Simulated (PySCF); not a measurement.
Start geometry of `CC(C)(C)[As]([SiH3])[SiH3]` from GFN2-xTB (Å):
```
atom  x, y, z in Å
C1    -1.958    0.765    0.479
C2    -0.922   -0.161   -0.081
C3    -1.537   -1.556   -0.226
C4    -0.421    0.340   -1.446
As5    0.574   -0.275    1.288
Si6    1.564    1.824    1.099
Si7    2.220   -1.440    0.140
H8    -1.563    1.804    0.582
H9    -2.324    0.451    1.472
H10   -2.844    0.837   -0.182
H11   -0.787   -2.257   -0.602
H12   -1.849   -1.919    0.761
H13   -2.400   -1.534   -0.905
H14    0.281   -0.326   -1.859
H15   -1.300    0.366   -2.137
H16   -0.032    1.355   -1.365
H17    2.639    1.924    2.102
H18    2.173    2.158   -0.189
H19    0.613    2.895    1.394
H20    2.741   -0.795   -1.062
H21    3.326   -1.663    1.039
H22    1.741   -2.785   -0.290
```

**Question.** What comes out of this run: PySCF 2.14.0, PBE0-D3(BJ)/def2-SVP geometry optimisation, gas phase?

**Answer.** 
```
atom  x, y, z in Å
C1    -2.001    0.822    0.393
C2    -0.929   -0.115   -0.161
C3    -1.528   -1.492   -0.434
C4    -0.328    0.464   -1.434
As5    0.409   -0.373    1.347
Si6    1.563    1.690    1.297
Si7    2.153   -1.524    0.244
H8    -1.600    1.825    0.604
H9    -2.443    0.430    1.322
H10   -2.814    0.937   -0.345
H11   -0.783   -2.191   -0.845
H12   -1.948   -1.942    0.479
H13   -2.345   -1.405   -1.172
H14    0.465   -0.175   -1.850
H15   -1.113    0.560   -2.205
H16    0.097    1.467   -1.275
H17    2.608    1.633    2.364
H18    2.236    2.001   -0.004
H19    0.613    2.800    1.614
H20    2.683   -0.839   -0.977
H21    3.270   -1.666    1.227
H22    1.684   -2.890   -0.148
```

The energy falls by 20.7 kJ/mol over 8 energy and gradient evaluations, the largest force component goes from 0.0435 to 2.6e-04 Eh/bohr, and the atoms move by 0.084 Å rms after alignment. The bond that changes most is Si7–H21 (SiH3 silicon to Si–H hydrogen), which lengthens by 0.053 Å. Bonds longer at the end by more than 0.005 Å: 12 of 21; shorter: 3. Among the angles that change most is H14–C4–H16, from 112.4° to 107.8°. Rotational constants go from 1403, 1086, 829.1 to 1392, 1069, 830.0 MHz. The orientation of the end geometry is arbitrary; only internal coordinates are fixed.

The run used 199 basis functions and 50 SCF cycles in all. Time: 2.2 min of wall time; peak memory 0.90 GiB. Hardware: Intel Xeon 6975P-C, one thread, shared host with 32 logical CPUs at a one-minute load of 6.9.

No PBE0-D3(BJ)/def2-SVP frequencies stand behind this structure, so it isn't proved a minimum.
